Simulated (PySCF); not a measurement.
C2H9NOSi, SMILES CC[Si@@H](N)O. Atoms are numbered in the order given.

```xyz
14

C      2.1324    -0.9338     0.2348
C      1.1537     0.1477     0.6837
Si    -0.3862     0.2740    -0.3812
N     -1.2247    -1.2271    -0.3208
O     -1.3650     1.5174     0.1729
H      3.0066    -1.0044     0.9012
H      1.6452    -1.9205     0.2093
H      2.5099    -0.7374    -0.7816
H      1.6475     1.1360     0.7056
H      0.8206    -0.0320     1.7223
H     -0.0301     0.5179    -1.8153
H     -1.4799    -1.6108     0.5831
H     -1.9515    -1.4182    -1.0014
H     -0.9848     2.4004     0.1653
```
Charge 0, spin multiplicity 1.

The structure is a stationary point at PBE0-D3(BJ)/def2-SVP. The structure was generated by enumeration; whether it is a known compound was not checked. Other conformers were not sampled.

Two levels are set side by side: PBE/pcSseg-1 (PySCF) and KT2/pcSseg-1 (PySCF). GIAO shifts against H2O (¹⁷O), NH3 (¹⁵N), TMS (²⁹Si), TMS (¹H), TMS (¹³C) at the same level; non-relativistic, no solvent, atoms listed together averaged. Differences are taken from unrounded values.

```
quantity               PBE
--------------------  ----
δ(¹³C) of C1 (ppm)    11.2
δ(¹³C) of C2 (ppm)    14.7
δ(²⁹Si) of Si3 (ppm)  -9.0
δ(¹⁵N) of N4 (ppm)    32.4
δ(¹⁷O) of O5 (ppm)    67.8
δ(¹H) of H11 (ppm)    5.29
δ(¹H) of H14 (ppm)    0.92
```

These are the PBE values. What does KT2 give? (The exact figures need the calculation; the answer reports its results.)


```
quantity               KT2  PBE minus KT2
--------------------  ----  -------------
δ(¹³C) of C1 (ppm)    11.5           -0.3
δ(¹³C) of C2 (ppm)    14.6            0.1
δ(²⁹Si) of Si3 (ppm)  -7.7           -1.2
δ(¹⁵N) of N4 (ppm)    30.6            1.8
δ(¹⁷O) of O5 (ppm)    64.7            3.1
δ(¹H) of H11 (ppm)    5.26           0.03
δ(¹H) of H14 (ppm)    0.90           0.01
```

Rough cost on one machine, each run with all the roots and properties that it gave: KT2 against PBE within a factor of 2.
